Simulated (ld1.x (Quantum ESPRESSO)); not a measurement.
**What the settings do to the TM semilocal potential of gold (Au)**

Base potential:

- Element: Au (Z = 79)
- Generator: ld1.x (Quantum ESPRESSO) 7.5
- Type: norm-conserving Troullier–Martins (semilocal form)
- Functional: LDA (PZ)
- Relativity: scalar-relativistic
- Frozen core: [Kr] 4d10 4f14 5s2
- Valence charge: 17
- Reference configuration: 5p6 5d10 6s0 6p1
- Partial waves: 6s (bound, empty): rc 2.30 bohr; 5p (bound): rc 1.85 bohr; 5f channel at 0.2 Ry: rc 2.20 bohr; 5d (bound): rc 2.40 bohr
- Local potential: the d channel
- Core correction: a·sin(br)/r model core, default radius (core density twice the valence density)

Occupied shells without a wave of their own: 6p. They enter only through the test configuration that unscreens the potential, and ld1.x also counts them in the model core charge.

Cutoffs, loose and tight: the cutoffs (Ry, on a coarse ladder) from which the occupation-weighted sum of valence levels, in a spherical-Bessel basis at the reference potential, stays within 10 and 1 mRy of its value at 400 Ry. They do not see the model core or the augmentation charge, which bear on the density cutoff. Test errors are all-electron minus pseudo excitation energies from the reference, over the configurations 5p6 5d10 6s1 6p0; 5p6 5d10 6s0 6p0; 5p6 5d9 6s0 6p0; 5p5 5d10 6s1 6p0; 5p6 5d9 6s1 6p0; 5p6 5d9 6s1 6p1; 5p6 5d8 6s0 6p0 (two spin-polarised tests are not counted in the largest error). A dash means not determined; rows that change the core or the reference have their own tests.

With those shells counted twice in exchange and correlation these files are broken, and their errors move erratically; no question is asked of them.

A semilocal file is local in each channel, so a ghost entry of none says nothing of the separable form that plane-wave codes build from it.

The default core radius of the base comes out at 0.78 bohr.

```tsv
change	outcome	cutoff, loose	cutoff, tight	bound ghosts	largest test error (meV)
base	generated, misses its reference levels by 0.26 eV	40 Ry	60 Ry	none	-1636
core correction none	generated, misses its reference levels by 0.26 eV	40 Ry	60 Ry	none	-1240
core correction a·sin(br)/r model core inside 0.76 bohr	generated, misses its reference levels by 0.26 eV	40 Ry	60 Ry	none	-1636
core correction a·sin(br)/r model core inside 0.96 bohr	generated, misses its reference levels by 0.26 eV	40 Ry	60 Ry	none	-1635
core correction a·sin(br)/r model core inside 1.06 bohr	generated, misses its reference levels by 0.26 eV	40 Ry	60 Ry	none	-1635
core correction a·sin(br)/r model core inside 1.30 bohr	generated, misses its reference levels by 0.26 eV	40 Ry	60 Ry	none	-1634
core correction a·sin(br)/r model core inside 1.50 bohr	generated, misses its reference levels by 0.26 eV	40 Ry	60 Ry	none	-1632
core correction a·sin(br)/r model core inside 1.66 bohr	generated, misses its reference levels by 0.26 eV	40 Ry	60 Ry	none	-1630
core correction a·sin(br)/r model core inside 1.82 bohr	generated, misses its reference levels by 0.26 eV	40 Ry	60 Ry	none	-1628
core correction a·sin(br)/r model core inside 2.04 bohr	generated, misses its reference levels by 0.26 eV	40 Ry	60 Ry	none	-1625
core correction a·sin(br)/r model core inside 2.18 bohr	generated, misses its reference levels by 0.26 eV	40 Ry	60 Ry	none	-1624
```
